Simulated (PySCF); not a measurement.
Atomic charges by several schemes

3,3-dimethylbutyryl chloride, C₆H₁₁ClO.
Z-matrix (Å and degrees, GFN2-xTB geometry), rows numbered from 1:
```
C 
C   1  1.5290
C   2  1.5319  1  109.33
C   2  1.5291  1  110.11  3   120.15
C   2  1.5420  1  110.31  3  -118.00
C   5  1.4878  2  115.66  1   -62.11
O   6  1.1819  5  131.08  2     1.82
Cl  6  1.7896  5  110.28  2  -178.28
H   1  1.0859  2  110.77  3  -179.28
H   1  1.0881  2  110.75  3    60.11
H   1  1.0874  2  110.05  3   -59.57
H   3  1.0876  2  110.86  1   178.85
H   3  1.0878  2  110.94  1   -60.61
H   3  1.0870  2  110.13  1    59.16
H   4  1.0879  2  110.68  1   177.79
H   4  1.0858  2  110.75  1    57.27
H   4  1.0871  2  110.10  1   -62.48
H   5  1.0935  2  109.82  1    59.34
H   5  1.0932  2  109.87  1   176.08
```

Density: PBE0/pcSseg-1 (PySCF); schemes: Mulliken, IAO, Hirshfeld and ESP-fitted. One conformer (not necessarily the lowest) at the GFN2-xTB geometry, without solvent, vibrations or thermal averaging.

At which atom do the 4 schemes differ most?

At C2: from -0.649 (Mulliken) to +0.822 e (ESP-fitted), 1.471 e apart.

Which atoms carry the highest charge in the Mulliken, IAO, Hirshfeld and ESP-fitted schemes?

The schemes don't all agree: Mulliken C6 (+0.264); IAO C6 (+0.380); Hirshfeld C6 (+0.200); ESP-fitted C2 (+0.822).

Tabulate the Mulliken, IAO, Hirshfeld and ESP-fitted charges.

In e:

```json
{"atom": "C1", "environment": "methyl carbon", "Mulliken": "-0.149", "IAO": "-0.424", "Hirshfeld": "-0.124", "ESP-fitted": "-0.592"}
{"atom": "C2", "environment": "quaternary sp3 carbon", "Mulliken": "-0.649", "IAO": "+0.061", "Hirshfeld": "+0.030", "ESP-fitted": "+0.822"}
{"atom": "C3", "environment": "methyl carbon", "Mulliken": "-0.135", "IAO": "-0.416", "Hirshfeld": "-0.116", "ESP-fitted": "-0.610"}
{"atom": "C4", "environment": "methyl carbon", "Mulliken": "-0.151", "IAO": "-0.424", "Hirshfeld": "-0.124", "ESP-fitted": "-0.608"}
{"atom": "C5", "environment": "sp3 carbon next to a carbonyl", "Mulliken": "-0.117", "IAO": "-0.310", "Hirshfeld": "-0.072", "ESP-fitted": "-0.303"}
{"atom": "C6", "environment": "acyl halide carbon", "Mulliken": "+0.264", "IAO": "+0.380", "Hirshfeld": "+0.200", "ESP-fitted": "+0.485"}
{"atom": "O7", "environment": "carbonyl oxygen", "Mulliken": "-0.297", "IAO": "-0.341", "Hirshfeld": "-0.170", "ESP-fitted": "-0.388"}
{"atom": "Cl8", "environment": "chlorine bonded to C", "Mulliken": "-0.135", "IAO": "-0.123", "Hirshfeld": "-0.080", "ESP-fitted": "-0.183"}
{"atom": "H9", "environment": "methyl hydrogen", "Mulliken": "+0.134", "IAO": "+0.150", "Hirshfeld": "+0.033", "ESP-fitted": "+0.151"}
{"atom": "H10", "environment": "methyl hydrogen", "Mulliken": "+0.104", "IAO": "+0.132", "Hirshfeld": "+0.037", "ESP-fitted": "+0.125"}
{"atom": "H11", "environment": "methyl hydrogen", "Mulliken": "+0.111", "IAO": "+0.139", "Hirshfeld": "+0.042", "ESP-fitted": "+0.125"}
{"atom": "H12", "environment": "methyl hydrogen", "Mulliken": "+0.108", "IAO": "+0.135", "Hirshfeld": "+0.040", "ESP-fitted": "+0.131"}
{"atom": "H13", "environment": "methyl hydrogen", "Mulliken": "+0.108", "IAO": "+0.135", "Hirshfeld": "+0.040", "ESP-fitted": "+0.130"}
{"atom": "H14", "environment": "methyl hydrogen", "Mulliken": "+0.117", "IAO": "+0.142", "Hirshfeld": "+0.044", "ESP-fitted": "+0.144"}
{"atom": "H15", "environment": "methyl hydrogen", "Mulliken": "+0.104", "IAO": "+0.132", "Hirshfeld": "+0.037", "ESP-fitted": "+0.130"}
{"atom": "H16", "environment": "methyl hydrogen", "Mulliken": "+0.135", "IAO": "+0.151", "Hirshfeld": "+0.033", "ESP-fitted": "+0.155"}
{"atom": "H17", "environment": "methyl hydrogen", "Mulliken": "+0.112", "IAO": "+0.139", "Hirshfeld": "+0.042", "ESP-fitted": "+0.128"}
{"atom": "H18", "environment": "methylene hydrogen", "Mulliken": "+0.168", "IAO": "+0.171", "Hirshfeld": "+0.054", "ESP-fitted": "+0.081"}
{"atom": "H19", "environment": "methylene hydrogen", "Mulliken": "+0.167", "IAO": "+0.170", "Hirshfeld": "+0.053", "ESP-fitted": "+0.078"}
```

Mean size of the charges over all atoms: ESP-fitted 0.283 e, IAO 0.214 e, Mulliken 0.172 e, Hirshfeld 0.072 e. Each set sums to the total charge, 0, to within 0.001 e. The IAO scheme counts the electrons in orthogonalised intrinsic atomic orbitals, a minimal basis polarised so that it spans the occupied orbitals exactly. The Hirshfeld scheme weights the molecular density at each point by an atom's share of the summed free-atom densities.

How many electrons does the Mulliken scheme count on C6?

Z − q = 6 − (+0.264) = 5.736.

Sum the charges by element, for elements with more than one atom.

```
element  atoms  Mulliken     IAO  Hirshfeld  ESP-fitted
      C      6    -0.937  -1.133     -0.204      -0.806
      H     11    +1.369  +1.597     +0.455      +1.378
```
